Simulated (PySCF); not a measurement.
B(Cl)(F)(NHMe) (CH₄BClFN), SMILES CNB(F)Cl. Geometry optimised at PBE-D3(BJ)/def2-SVP. This is a generated structure with no PubChem entry under its InChIKey; it may be hypothetical. The values are those of a single conformer.

All values below come from PBE-D3(BJ)/def2-SVP in PySCF.

Harmonic wavenumbers (cm⁻¹): 143, 151, 197, 323, 423, 554, 606, 700, 1035, 1065, 1104, 1173, 1342, 1401, 1420, 1427, 1536, 2950, 3015, 3087, 3547. Rotational constants (GHz): 7.827, 2.314, 1.807; symmetry number 1.

Q: Work out the zero-point energy and the ideal-gas rigid-rotor harmonic-oscillator thermochemistry at 298.15 K and 1 atm.

A: ZPE = ½ Σ hcν = ½ × 27201 cm⁻¹ = 38.89 kcal/mol. H − E(el) = 43.22 kcal/mol. Entropy in cal/(mol K): translation 39.57, rotation 26.69, vibration 11.39, total 77.65. G − E(el) = 20.07 kcal/mol. Cp = 21.28 cal/(mol K). Modes under 150 cm⁻¹ make the vibrational entropy uncertain.
